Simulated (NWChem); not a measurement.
System: CH3NOSi; SMILES O=C=N[SiH3]

Input file for NWChem:

```
start job
memory heap 200 mb stack 900 mb global 1100 mb
geometry units angstroms noautosym nocenter noautoz
  Si     0.079139    -1.567390     0.002312
  N      0.006291     0.159462     0.001182
  C     -0.045049     1.366653     0.000396
  O     -0.095239     2.547946    -0.000375
  H      0.876757    -2.026168     1.188003
  H     -1.314159    -2.119359     0.083387
  H      0.737137    -2.033630    -1.263475
end
basis spherical
  * library def2-svp
end
dft
  xc b3lyp
  iterations 150
end
cosmo
  do_cosmo_smd true
  solvent cychexon
end
task dft energy
```

All runs use the structure optimised with PBE-D3(BJ)/def2-SVP. B3LYP is NWChem's, with the RPA form of VWN correlation. Solvent: cyclohexanone.

Level: B3LYP/def2-SVP with SMD (1 M gas to 1 M solution), gas-phase geometry. Reactions with the solvent are ignored.

Q: What results follow from this input? (B3LYP/def2-SVP, SMD on the gas-phase geometry.) Quantities: solvation free energy (kcal/mol); cavity-dispersion-structure term (kcal/mol); dipole in solution (D).

A: The solvation free energy (kcal/mol) is -0.9 and the cavity-dispersion-structure term (kcal/mol) comes out as 0.4. The dipole in solution (D) is 2.54.
